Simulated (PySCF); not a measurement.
## Run times: titanium in aug-cc-pVDZ-DK

Measured wall times of calculations with PySCF 2.14 in aug-cc-pVDZ-DK (7s6p4d2f, 59 functions), with the spin-free X2C one-electron Hamiltonian (Gaussian nucleus), run from one Python driver. Hardware: 1 thread of Neoverse-N1 on a shared host, 1.3 GiB allowed. The two-electron integrals over 59 functions were computed once and kept in memory (1.4 CPU seconds with the set-up); the times below exclude them. Kohn-Sham runs start from converged Hartree-Fock orbitals.

Launch command (the driver calls PySCF for each step listed in the task file):

```bash
OMP_NUM_THREADS=1 python atomrun2.py TASK.json OUT
```

```json
{"species": "Ti²⁺ [Ar] 3d2", "step": "UHF", "iterations": "5", "wall time (s)": "0.48"}
{"species": "Ti²⁺ [Ar] 3d2", "step": "BP86", "iterations": "5", "wall time (s)": "1.4"}
{"species": "Ti²⁺ [Ar] 3d2", "step": "MP2 (2 electrons)", "iterations": "", "wall time (s)": "0.04"}
{"species": "Ti³⁺ [Ar] 3d1", "step": "UHF", "iterations": "5", "wall time (s)": "0.38"}
{"species": "Ti³⁺ [Ar] 3d1", "step": "BP86", "iterations": "4", "wall time (s)": "1.1"}
{"species": "Ti³⁺ [Ar] 3d1", "step": "MN15", "iterations": "5", "wall time (s)": "3.1"}
```

(1) Roughly how long does MN15 take for Ti²⁺ [Ar] 3d2 here?

Peak memory of the process: 0.25 GiB. Times on a shared host vary from run to run.

Answers

(1) About 3.1 s.
